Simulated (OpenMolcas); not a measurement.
## Mo5+: input and output

Mo5+ among 3 point charges of -1 e arranged as a planar triangle (D3h), 1.66 Å from the ion.

Input:

```
&GATEWAY
Coord
1

Mo 0.0 0.0 0.0
Basis=ANO-RCC-VDZP
Group=NoSym
NoMove
AngMom=0.0 0.0 0.0
AMFI
XField
3 Angstrom 0
1.660000 0.000000 0.000000 -1.000000
-0.830000 1.437602 0.000000 -1.000000
-0.830000 -1.437602 0.000000 -1.000000
&SEWARD
* reference wave functions (RASSCF and RASSI steps not shown): 1 electron in 5 orbitals (4d)
>>> COPY JOB001 $Project.JobIph
&CASPT2
Multistate=5 1 2 3 4 5
NoMult
Frozen=14
IPEA=0.25
Imaginary=0.1
MaxIter=60
WThr=0.0 0.3 0.05
PrWF=0.5
NoMix
```

Launched by
```bash
OMP_NUM_THREADS=1 MOLCAS_MEM=1689 MOLCAS_PROJECT=a pymolcas a.inp > a.log  # once for each step of the input, in one work folder
```

Output, cut to the results:

```
--- CASPT2 ---
Orbital specifications:
      -----------------------

      Symmetry species                           1
                                                 a
      Frozen orbitals                           14
      Inactive orbitals                          4
      Active orbitals                            5
      Secondary orbitals                        20
      Deleted orbitals                           0
      Number of basis functions                 43
Type of calculation                        SS-CASPT2
      Fock operator                              state-specific
      IPEA shift                                 0.25
      Real shift                                 0.00
      Imaginary shift                            0.10
      The input orbitals will be transformed to quasi-canonical
Reference energy:       -4045.3504356498
      E2 (Non-variational):      -0.1661632528
      Shift correction:          -0.0000763275
      E2 (Variational):          -0.1662395803
      Total energy:           -4045.5166752301
      Residual norm:              0.0000001467
      Reference weight:           0.96652
      Contributions to the CASPT2 correlation energy
      Active & Virtual Only:         -0.0000000002
      One Inactive Excited:          -0.0359725579
      Two Inactive Excited:          -0.1301906947
Reference energy:       -4045.3476326461
      E2 (Non-variational):      -0.1659718638
      Shift correction:          -0.0000759955
      E2 (Variational):          -0.1660478593
      Total energy:           -4045.5136805054
      Residual norm:              0.0000001606
      Reference weight:           0.96660
      Contributions to the CASPT2 correlation energy
      Active & Virtual Only:         -0.0000000001
      One Inactive Excited:          -0.0358561459
      Two Inactive Excited:          -0.1301157178
::    CASPT2 Root  1     Total energy:  -4045.51667523
::    CASPT2 Root  2     Total energy:  -4045.51368051
::    CASPT2 Root  3     Total energy:  -4045.51368010
::    CASPT2 Root  4     Total energy:  -4045.46200194
::    CASPT2 Root  5     Total energy:  -4045.46141787
```

Spin-orbit levels above the lowest (labels of D3, the rotations of D3h), with the averaged single-state CASPT2 energies on the diagonal:

```json
{"E (cm-1)": "0", "Degeneracy": "2", "Label": "E1/2", "2S+1": "2", "g": "1.06 1.37 1.37"}
{"E (cm-1)": "2190", "Degeneracy": "2", "Label": "E3/2", "2S+1": "2", "g": "0.00 0.00 3.98"}
{"E (cm-1)": "2440", "Degeneracy": "2", "Label": "E1/2", "2S+1": "2", "g": "0.93 3.37 3.37"}
{"E (cm-1)": "12290", "Degeneracy": "2", "Label": "E3/2", "2S+1": "2", "g": "0.00 0.00 2.00"}
{"E (cm-1)": "14220", "Degeneracy": "2", "Label": "E1/2", "2S+1": "2", "g": "0.00 0.00 5.99"}
```

Roots that are degenerate in the reference are averaged as groups; the widest CASPT2 spread within a group is 130 cm-1 (the 2-fold group of multiplicity 2 near 12100 cm-1 above the lowest state of its run). Shifts and gaps below about the spread of the groups concerned are not significant. Spin-orbit coupling mixes the spin-free states strongly: the lowest level takes only 53 % from its leading state, 2A1. Free-ion shares, where given, are those of the reference states; single-state CASPT2 does not remix them. Point charges carry no covalency, so the field is a model and not that of real ligands. No measured value stands beside these numbers.

The CASPT2 steps took 0.52 s on 1 thread of Arm Neoverse V2, on a shared host; the integral step is not counted.
